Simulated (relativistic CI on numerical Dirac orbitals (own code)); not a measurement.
# Hyperfine structure of Br XXX, mass number 81

Calculated at this level of theory: Dirac-Coulomb-Breit CI, orbitals from a KLI potential per configuration, a model potential for QED, unscaled Slater integrals (own radial code, finite nucleus).

CI space (outside the closed core 1s2): 2s²2p², 2s2p³, 2p⁴, 2p³3s, 2p³3p, 2p³3d, 2s²2p3s, 2s²2p3p, 2s²2p3d, 2s2p²3s, 2s2p²3p, 2s2p²3d, 2s²2p4s, 2s²2p4p, 2s²2p4d, 2s²2p4f. Levels of other configurations are missing.

Nuclear spin I = 3/2, μ = 2.2686 μN, Q = 0.2579 b (tables of Stone and Pyykkö). The electronic factors are computed for point nuclear moments, without core polarisation or the Bohr-Weisskopf and QED corrections.

```tsv
Level	E (eV)	A (GHz)	B (GHz)
2s²2p² ³P1	42.735	-13.7	18.1
2s²2p² ³P2	52.651	234.2	16.2
2s²2p² ¹D2	102.609	129.3	19.9
2s2p³ ⁵S°2	133.623	536.8	9.4
2s2p³ ³D°1	178.279	-268.2	32.6
2s2p³ ³D°2	189.577	435.3	44.2
2s2p³ ³D°3	204.390	521.2	-0.162
2s2p³ ³P°1	230.101	353.7	-33.8
```

Levels with J = 0, under 50 % of one LS term, or S terms without an open s electron are left out. Small factors come from cancelling terms and can be off by tens of per cent or more.

At this charge energies of transitions that change n are usually good to better than 1 %, and those within a shell (Δn = 0) to a few per cent.

(1) Give the hyperfine levels of 2s²2p² ³P2 relative to its centre of gravity.

Results:

(1) With K = F(F + 1) − I(I + 1) − J(J + 1), E = AK/2 + B[¾K(K + 1) − I(I + 1)J(J + 1)]/[2I(2I − 1)J(2J − 1)]: F = 1/2: -1040, F = 3/2: -702.5, F = 5/2: -127.2, F = 7/2: 706.6 GHz.

LS names give the leading component of a level, which can be under half, so a name can repeat, a term be missing and a line seem to break the LS rules.
